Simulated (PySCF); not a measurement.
Species: dipropylamine, C6H15N.
SMILES with atom numbers: `[CH3:1][CH2:2][CH2:3][NH:4][CH2:5][CH2:6][CH3:7]` (hydrogens: H8, H9, H10 on C1; H11, H12 on C2; H13, H14 on C3; H15 on N4; H16, H17 on C5; H18, H19 on C6; H20, H21, H22 on C7)

Computed with PySCF 2.14.0, PBE0-D3(BJ)/def2-SVP geometry optimisation, gas phase.

(1) What internal coordinates does the optimisation give?

Answers

(1) 
| bond | length (Å) |
| --- | --- |
| C1–C2, C6–C7 | 1.519 |
| C2–C3, C5–C6 | 1.519 |
| C3–N4, N4–C5 | 1.442 |
| C1–H8 and 5 like bonds | 1.101 |
| C2–H11 and 3 like bonds | 1.104 |
| C3–H13, C5–H17 | 1.116 |
| C3–H14, C5–H16 | 1.106 |
| N4–H15 | 1.019 |

Bonds in one row agree within 0.01 Å and their mean is given. A selection of angles:
| angle | degrees |
| --- | --- |
| C2–C1–H8 | 111.5 |
| H8–C1–H9 | 107.3 |
| C1–C2–C3 | 113.3 |
| C1–C2–H11 | 110.7 |
| C1–C2–H12 | 109.6 |
| C3–C2–H11 | 108.2 |
| C3–C2–H12 | 108.9 |
| H11–C2–H12 | 105.9 |
| C2–C3–N4 | 111.7 |
| C2–C3–H13 | 109.2 |
| N4–C3–H13 | 113.0 |
| N4–C3–H14 | 108.1 |
| H13–C3–H14 | 105.4 |
| C3–N4–C5 | 114.7 |
| C3–N4–H15 | 109.7 |

Dihedral angles: C1–C2–C3–N4 178° (antiperiplanar); C2–C3–N4–C5 180° (antiperiplanar); C3–N4–C5–C6 180° (antiperiplanar); N4–C5–C6–C7 -178° (antiperiplanar).

Of the pairs four or more bonds apart, H15···H19 is among the closest relative to their van der Waals radii: 2.44 Å, 102 % of the sum of Bondi's values. All 4 C–C bonds measure 1.519 Å. N4 (secondary amine nitrogen) is pyramidal (angles 114.7°, 109.7° and 109.7°, sum 334.1°, 0.38 Å off the plane of its three neighbours). The 7 heavy atoms lie in one plane (0.018 Å rms).

Point group: Cs (tolerance 0.08 Å). Whether it is a minimum is left open (no frequencies). The numbers are those of one conformer.
